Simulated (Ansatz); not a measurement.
A structure relaxed at PBE-D4/def2-SVP in Ansatz, charge 0, singlet:

Cartesian coordinates in Å:
```
Pb -1.533 -0.398 1.169
Pb 0.987 -0.942 -1.418
Pb 0.546 1.341 0.250
```

Task: Give its formula and point group.

Result: the cluster Pb3. Point group C2v (tolerance 0.1 Å).

Task: Summarise the bond lengths by kind (pairs closer than 1.2 times the sum of covalent radii, bridged metal pairs left out).

Result: 2 × Pb–Pb 2.86 Å.

In the def2 sets Pb takes a core potential; there is no spin–orbit coupling. The restricted singlet is unstable towards broken spin symmetry at other levels; at PBE-D4/def2-SVP this wasn't settled. Another isomer (triplet) lies 0.29 eV lower at PBE0-D4/def2-TZVP; other spin states weren't run for this one.
